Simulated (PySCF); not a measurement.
C₂H₇FGe, SMILES C[CH2][GeH2][F].

Coordinates come from a B3LYP-D3(BJ)/def2-SVP optimisation. Other conformers were not sampled.

Two levels are set side by side: TDA-PBE/def2-SVPD (PySCF) and TDA-B3LYP/def2-SVPD (PySCF). Vertical, same geometry. The lowest singlet is HOMO→LUMO 100 % with PBE and HOMO→LUMO 99 % with the other functional; states are paired by order. Differences are taken from unrounded values.

```json
[
 {"quantity": "lowest singlet excitation (eV)", "TDA-B3LYP": "7.07"},
 {"quantity": "lowest triplet excitation (TDA) (eV)", "TDA-B3LYP": "6.76"},
 {"quantity": "first bright state (f over 0.05) (eV)", "TDA-B3LYP": "8.21"},
 {"quantity": "its oscillator strength", "TDA-B3LYP": "0.18"}
]
```

Question: What does TDA-PBE give, and how far is it from TDA-B3LYP? (The exact figures need the calculation; the answer reports its results.)

Answer: 
```
quantity                               TDA-PBE  TDA-PBE minus TDA-B3LYP
-------------------------------------  -------  -----------------------
lowest singlet excitation (eV)            6.59                    -0.48
lowest triplet excitation (TDA) (eV)      6.30                    -0.47
first bright state (f over 0.05) (eV)     7.67                    -0.54
its oscillator strength                   0.11                    -0.07
```

A lower first singlet is the usual sign of a functional without exact exchange. Differences between two approximate levels are no errors against the true value.

Rough cost on one machine, each run with all the roots and properties that it gave: TDA-B3LYP against TDA-PBE within a factor of 2.
